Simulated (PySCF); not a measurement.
## Basis and Hamiltonian dependence of the ionisation energy of Ru⁺

Ru⁺ [Kr] 4d7 (4F) → Ru²⁺ [Kr] 4d6 (5D). Calculated with PySCF 2.14 from differences of total energies of unrestricted determinants, without spin-orbit coupling. Values in eV.

```json
{"basis": "def2-SVP with the def2 core potential (28 electrons)", "Hamiltonian": "ECP", "functions": "31", "UHF": "14.911", "PBE": "17.000", "PBE0": "16.740", "MP2 (valence)": "15.796", "CCSD(T) (valence)": "n/a", "CCSD(T) (valence and next inner shell)": "n/a"}
{"basis": "cc-pVDZ-PP with ECP28MDF", "Hamiltonian": "ECP", "functions": "38", "UHF": "14.909", "PBE": "n/a", "PBE0": "n/a", "MP2 (valence)": "15.973", "CCSD(T) (valence)": "n/a", "CCSD(T) (valence and next inner shell)": "n/a"}
{"basis": "x2c-SVPall", "Hamiltonian": "spin-free X2C", "functions": "53", "UHF": "14.945", "PBE": "n/a", "PBE0": "n/a", "MP2 (valence)": "15.993", "CCSD(T) (valence)": "n/a", "CCSD(T) (valence and next inner shell)": "n/a"}
{"basis": "aug-cc-pVDZ-PP with ECP28MDF", "Hamiltonian": "ECP", "functions": "54", "UHF": "14.910", "PBE": "16.968", "PBE0": "16.726", "MP2 (valence)": "16.145", "CCSD(T) (valence)": "16.174", "CCSD(T) (valence and next inner shell)": "n/a"}
{"basis": "def2-TZVPPD with the def2 core potential (28 electrons)", "Hamiltonian": "ECP", "functions": "56", "UHF": "14.972", "PBE": "17.002", "PBE0": "16.762", "MP2 (valence)": "16.329", "CCSD(T) (valence)": "16.332", "CCSD(T) (valence and next inner shell)": "16.339"}
{"basis": "x2c-TZVPall", "Hamiltonian": "spin-free X2C", "functions": "63", "UHF": "14.908", "PBE": "n/a", "PBE0": "n/a", "MP2 (valence)": "15.973", "CCSD(T) (valence)": "n/a", "CCSD(T) (valence and next inner shell)": "n/a"}
{"basis": "ANO-RCC-VTZP", "Hamiltonian": "spin-free X2C", "functions": "68", "UHF": "14.918", "PBE": "17.044", "PBE0": "16.774", "MP2 (valence)": "16.342", "CCSD(T) (valence)": "16.338", "CCSD(T) (valence and next inner shell)": "16.385"}
{"basis": "aug-cc-pwCVDZ-PP with ECP28MDF", "Hamiltonian": "ECP", "functions": "70", "UHF": "14.891", "PBE": "16.946", "PBE0": "16.698", "MP2 (valence)": "16.205", "CCSD(T) (valence)": "16.204", "CCSD(T) (valence and next inner shell)": "16.165"}
{"basis": "def2-QZVPPD with the def2 core potential (28 electrons)", "Hamiltonian": "ECP", "functions": "88", "UHF": "14.979", "PBE": "17.017", "PBE0": "16.773", "MP2 (valence)": "16.424", "CCSD(T) (valence)": "16.423", "CCSD(T) (valence and next inner shell)": "16.432"}
{"basis": "aug-cc-pVTZ-PP with ECP28MDF", "Hamiltonian": "ECP", "functions": "88", "UHF": "14.880", "PBE": "16.939", "PBE0": "16.688", "MP2 (valence)": "16.326", "CCSD(T) (valence)": "16.329", "CCSD(T) (valence and next inner shell)": "n/a"}
{"basis": "aug-cc-pVTZ-DK", "Hamiltonian": "spin-free X2C", "functions": "102", "UHF": "14.913", "PBE": "17.033", "PBE0": "16.767", "MP2 (valence)": "16.374", "CCSD(T) (valence)": "16.373", "CCSD(T) (valence and next inner shell)": "n/a"}
{"basis": "aug-cc-pVTZ-PP with one added diffuse shell each of s, p, d, f, g type with ECP28MDF", "Hamiltonian": "ECP", "functions": "113", "UHF": "14.880", "PBE": "16.939", "PBE0": "16.688", "MP2 (valence)": "16.328", "CCSD(T) (valence)": "n/a", "CCSD(T) (valence and next inner shell)": "n/a"}
{"basis": "aug-cc-pwCVTZ-DK", "Hamiltonian": "spin-free X2C", "functions": "136", "UHF": "14.905", "PBE": "n/a", "PBE0": "n/a", "MP2 (valence)": "n/a", "CCSD(T) (valence)": "n/a", "CCSD(T) (valence and next inner shell)": "n/a"}
```

**Question.** Estimate the row for cc-pwCVTZ-PP with ECP28MDF (ECP, 97 functions).

**Answer.** From the rows with the same Hamiltonian and similar size; the calculation gives UHF 14.88; PBE 16.93; PBE0 16.68; MP2 (valence) 16.31 (eV).

Frozen in the all-electron rows: valence: [Kr]; valence and next inner shell: [Ar] 3d10; with a core potential, the same shells as far as they lie outside it.

Between the lowest levels the reference is 16.76 ± 0.06 eV (semi-empirical (NIST evaluation); NIST Atomic Spectra Database, ionization energies); it includes spin-orbit coupling, which these numbers lack.
